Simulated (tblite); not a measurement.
Compound: C6H3S (doublet state).
Numbering: `[CH:1]#[C:2][c:3]1[cH:4][cH:5][c:6][s:7]1` (hydrogens: H8 on C1; H9 on C4; H10 on C5)

Structure optimised with GFN2-xTB, isolated species. This method treats the open shell by occupation alone, without spin polarisation.

(1) List the bond lengths and angles at this level.

Answers

(1) 
```
  bond  length (Å)     order
 C1≡C2       1.204    triple
 C2–C3       1.394    single
 C3–C4       1.368  aromatic
 C4–C5       1.422  aromatic
 C5–C6       1.343  aromatic
 C6–S7       1.692  aromatic
 C3–S7       1.762  aromatic
 C1–H8       1.049    single
 C4–H9       1.076    single
C5–H10       1.073    single
```

Orders are formal, as drawn. A selection of angles:
```
    angle  degrees
 C2–C1–H8    178.3
 C1–C2–C3    178.0
 C2–C3–C4    128.8
 C2–C3–S7    120.1
 C4–C3–S7    111.1
 C3–C4–C5    113.2
 C3–C4–H9    123.6
 C5–C4–H9    123.2
 C4–C5–C6    110.3
C4–C5–H10    123.9
C6–C5–H10    125.8
 C5–C6–S7    116.2
 C3–S7–C6     89.2
```

The 7 heavy atoms lie in one plane (0.000 Å rms). C4 (carbon bonded to 2 C and H) is planar (angles 123.6°, 123.2° and 113.2°, sum 360.0°, 0.00 Å off the plane of its three neighbours). The 2 C–S bonds span 1.692 Å (C6–S7, aromatic) to 1.762 Å (C3–S7, aromatic), a spread of 0.070 Å. The 5-membered ring C3–C4–C5–C6–S7 has internal angles of 89.2° to 116.2°; it is planar, 0.00 Å rms from its mean plane, widest ring torsion 0°. The 5 C–C bonds span 1.204 Å (C1≡C2, drawn triple) to 1.422 Å (C4–C5, aromatic), a spread of 0.218 Å. C3 (carbon bonded to 2 C and S) is planar (angles 128.8°, 120.1° and 111.1°, sum 360.0°, 0.00 Å off the plane of its three neighbours). C5 (carbon bonded to 2 C and H) is planar (angles 125.8°, 123.9° and 110.3°, sum 360.0°, 0.00 Å off the plane of its three neighbours).

Point group: Cs (tolerance 0.08 Å). Its GFN2-xTB frequencies are all real (lowest 132 cm⁻¹).

The numbers are calculated, not measured.
